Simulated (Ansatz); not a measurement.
BBr2, doublet, at a GFN2-xTB geometry; Ansatz (a program for electronic structure) with PBE0/def2-SVP.

The Ansatz input:
Ansatz 0.2 input:
```yaml
crystal:
  periodic: [false, false, false]
  atoms:
    - {symbol: Br, position_ang: [-1.63757191, -0.08958501, 0.00510133]}
    - {symbol: B, position_ang: [-0.01549352, 0.82472876, -0.03127262]}
    - {symbol: Br, position_ang: [1.63978527, -0.02823338, -0.00063381]}
basis:
  gaussian:
    orbitals: def2-SVP
    final_grid: {core_spheres: 4, valence_spheres: 8, degree: 17}
hamiltonian:
  xc: pbe0
magnetization: {spin_polarized: true, initial_magnetization: 1}
```

What the program printed (banner, timings and long lists left out):

```
Functional definition: PBE0
754 factors; integrals over basis functions are off by at most 5.5e-4 eV
mean field evaluation 1: about -140733.7036 eV, gradient 6.8e0 eV
mean field evaluation 2: about -140733.7297 eV, gradient 7.6e0 eV
mean field evaluation 4: about -140734.0680 eV, gradient 3.5e-1 eV
mean field evaluation 8: about -140734.0851 eV, gradient 4.2e-2 eV
mean field evaluation 16: about -140734.0851 eV, gradient 3.1e-5 eV
mean field -140734.08510175 eV, -5171.8822345004 hartree, gradient 2.6e-5 eV, S^2 0.753582; 0 other end points of the search recorded, 0 dependent functions left out
reference -140734.08512060 eV, -5171.8822351931 hartree; 38, 37 occupied and 40, 41 virtual orbitals, 754 factors
Total energy: -140734.08512060 eV, -5171.8822351931 hartree
```
